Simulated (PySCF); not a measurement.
# Broadened absorption spectrum of C6H4S

Species: C6H4S.
SMILES: `c1ccc(C#C)s1`

Theory: TDDFT B3LYP/def2-SVPD, vertical, gas phase, core orbitals frozen in the response (PySCF 2.14.0, density-fitted response routines). Isolated species at its PBE0-D3(BJ)/def2-SVP geometry, gas phase.

Broadening: Gaussians 0.5 eV wide at half height, area fixed by f = 4.319×10⁻⁹ ∫ε dν̃. The width is an assumption, not a result. The curve ends short of the highest state used, and states not computed would add to its high-energy end.

(λ (nm), ε (L mol⁻¹ cm⁻¹)): (201.3, 2553), (205.3, 1178), (209.2, 600), (213.2, 472), (217.1, 722), (221.0, 1335), (225.0, 2189), (228.9, 2926), (232.8, 3298), (236.8, 3330), (240.7, 3399), (244.7, 4050), (248.6, 5586), (252.5, 7911), (256.5, 10545), (260.4, 12583), (264.4, 13482), (268.3, 12982), (272.2, 11350), (276.2, 9016), (280.1, 6632), (284.0, 4528), (288.0, 2852), (291.9, 1706), (295.9, 949), (299.8, 508), (303.7, 260), (307.7, 125), (311.6, 59), (315.6, 26)

Problem. Locate the maxima and give the states behind the curve.

Solution. 265 nm (4.68 eV), ε about 13000, made up of S1 (100%); 235 nm (5.27 eV), ε about 3300, made up of S4 (92%) (hardly more than a shoulder) (ε in L mol⁻¹ cm⁻¹; maxima over ε = 5, shares over 10%). At its high-energy end, 6.16 eV, the curve is still rising (ε about 2600, from S6, S8 and S9). The states used: S1 4.68 eV (f 0.250); S2 5.19 eV (f 0.0000); S3 5.28 eV (f 0.0001); S4 5.33 eV (f 0.059); S5 5.77 eV (f 0.0001); S6 6.06 eV (f 0.0070); S7 6.17 eV (f 0.0005); S8 6.47 eV (f 0.045); S9 6.51 eV (f 0.097); S10 6.76 eV (f 0.0001).

Problem. Coming from long wavelengths, where does ε first pass 100 L mol⁻¹ cm⁻¹?

Solution. At about 309 nm (4.02 eV), 0.66 eV below S1.

Problem. On this curve, what absorbance would a 10⁻⁵ mol/L sample give at 222 nm over a 1 cm path?

Solution. 222 nm is 5.585 eV, where ε is about 1500 L mol⁻¹ cm⁻¹, so A = ε c l ≈ 0.015 (Beer–Lambert, with the gas-phase spectrum and the assumed width).

Problem. What would ε be at 4.68 eV, the highest of these maxima, with half the width (0.25 eV)?

Solution. About 26900 L mol⁻¹ cm⁻¹ against 13500, a factor of about 2.00; a lone state at its own centre would give exactly 2.

The vertical ionisation energy (ΔSCF) is 8.40 eV, 1.64 eV above S10.
